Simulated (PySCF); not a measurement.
(E)-1-chloro-1-fluoroprop-1-ene (C3H4ClF), SMILES C/C=C(\F)Cl.

Coordinates come from a B3LYP-D3(BJ)/def2-SVP optimisation.

Calculation: PySCF with PBE/def2-TZVP.

Symmetry labels are those of the subgroup Cs that the program uses (full group Cs).

Computed valence orbital energies around the gap with their symmetry:
```csv
orbital,symmetry,energy (eV)
HOMO−7,A",-11.82
HOMO−6,A',-10.28
HOMO−5,A",-10.23
HOMO−4,A',-9.48
HOMO−3,A',-9.23
HOMO−2,A",-8.58
HOMO−1,A',-7.93
HOMO,A",-5.97
LUMO,A",-0.82
LUMO+1,A',-0.31
LUMO+2,A',0.46
LUMO+3,A',1.61
```
